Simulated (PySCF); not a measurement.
A structure optimised at PBE-D3(BJ)/def2-SVP, used in a PySCF frequency run:

```
Sn
O 1 1.9425
H 2 0.9861 1 112.65
O 1 1.9513 2 110.76 3 180.00
H 4 0.9853 1 114.07 2 180.00
O 1 1.9607 2 116.89 3 0.00
H 6 0.9856 1 114.43 2 180.00
```
Charge +1, spin multiplicity 1.

**Question.** Write its SMILES, formula and point group.

**Answer.** [OH][Sn+]([OH])[OH], H3O3Sn, Cs

**Question.** What are its rotational constants (standard atomic weights)?

**Answer.** 5.4986, 4.5992, 2.5044 GHz
